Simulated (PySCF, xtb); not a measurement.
C4H4N, SMILES [nH]1cc[c]c1, multiplicity 2.

Harmonic wavenumbers (cm⁻¹) from GFN2-xTB (xtb) at its own minimum, in rising order: 492, 521, 598, 725, 749, 803, 811, 823, 1040, 1067, 1119, 1174, 1214, 1367, 1387, 1435, 1518, 3147, 3179, 3181, 3453.

### Question
What does PySCF with PBE-D3(BJ)/def2-SVP give at its own minimum? (An estimate is asked for; the answer gives what the named calculation found.)

### Answer
473, 524, 619, 627, 710, 802, 823, 855, 1005, 1041, 1121, 1170, 1196, 1369, 1420, 1453, 1498, 3179, 3197, 3207, 3566. Paired by order, the mean absolute difference is 27 cm⁻¹ and the zero-point energies are 42.6 and 42.7 kcal/mol.
